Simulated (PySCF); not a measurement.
The PySCF input:
```python
from pyscf import gto, scf, mcscf
import numpy

mol = gto.M(
    atom='''
C     2.400556   -0.937351    0.967660
C     1.785522   -0.647978   -0.357114
Te    0.102072    0.533879   -0.625173
C    -1.048685   -0.306197    1.044109
C    -1.275110   -1.788327    0.828706
C    -2.356602    0.450077    1.165222
H     1.654716   -0.993359    1.756831
H     3.135456   -0.174788    1.248087
H     2.931387   -1.890139    0.928211
H     2.475246   -0.601080   -1.187424
H    -0.459951   -0.150099    1.948464
H    -1.791909   -2.219894    1.686625
H    -1.886003   -1.955936   -0.056412
H    -0.329924   -2.310631    0.697849
H    -2.935187    0.068390    2.006514
H    -2.181766    1.512364    1.325970
H    -2.953916    0.332118    0.262782
''',
    basis='sto-3g',
    charge=0,
    spin=1,
    verbose=4,
)

mf = scf.ROHF(mol)
mf.kernel()
mc = mcscf.CASSCF(mf, 6, 5)
mc.fix_spin_(ss=0.75)
mc = mc.state_average_([0.5, 0.5])
mc.kernel()
```

**Question.** What does this run give for the SCF-reference Mulliken (on the basis functions themselves) charges in atom order, nuclear repulsion energy, total energy of the lowest state?

**Answer.** 
| Quantity | Result |
|---|---|
| SCF-reference Mulliken (on the basis functions themselves) charges in atom order | C1 -0.19, C2 -0.17, Te3 0.16, C4 -0.12, C5 -0.18, C6 -0.18, H7 0.06, H8 0.06, H9 0.07, H10 0.05, H11 0.06, H12 0.06, H13 0.06, H14 0.06, H15 0.06, H16 0.06, H17 0.06 |
| nuclear repulsion energy | 567.1713 Eh |
| total energy of the lowest state | -6740.5508 Eh |

These values belong to the state on which the SCF converged, which isn't shown to be the lowest.
